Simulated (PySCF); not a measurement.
**Excitation energy of Li by level of theory**

Li [He] 2s1 (2S) → Li [He] 3d1 (2D), as a difference of total energies. Computed with PySCF 2.14 in aug-cc-pCVTZ-DK, with scalar relativity by spin-free X2C-1e. Correlated levels: valence and next inner shell: nothing frozen. The calculations carry no spin-orbit coupling.

```json
{"method": "UHF", "excitation energy (eV)": "4.363", "error (eV)": "+0.484"}
{"method": "LDA", "excitation energy (eV)": "4.075", "error (eV)": "+0.196"}
{"method": "PBE", "excitation energy (eV)": "3.985", "error (eV)": "+0.106"}
{"method": "PBE0", "excitation energy (eV)": "4.094", "error (eV)": "+0.215"}
{"method": "r2SCAN", "excitation energy (eV)": "4.015", "error (eV)": "+0.136"}
{"method": "HSE06", "excitation energy (eV)": "4.052", "error (eV)": "+0.173"}
{"method": "BP86", "excitation energy (eV)": "3.831", "error (eV)": "-0.048"}
{"method": "M06-2X", "excitation energy (eV)": "4.051", "error (eV)": "+0.172"}
{"method": "PBEsol", "excitation energy (eV)": "3.961", "error (eV)": "+0.082"}
{"method": "MP2 (valence and next inner shell)", "excitation energy (eV)": "4.393", "error (eV)": "+0.514"}
{"method": "SCS-MP2 (valence and next inner shell)", "excitation energy (eV)": "4.389", "error (eV)": "+0.510"}
```

Reference: 3.879 eV (measured; NIST levels, between the centres of gravity of the two terms).

Errors of the correlated levels include the incompleteness of this basis.

The promoted electron is Rydberg-like, and one or two diffuse shells describe it only roughly, which tends to raise the upper state.
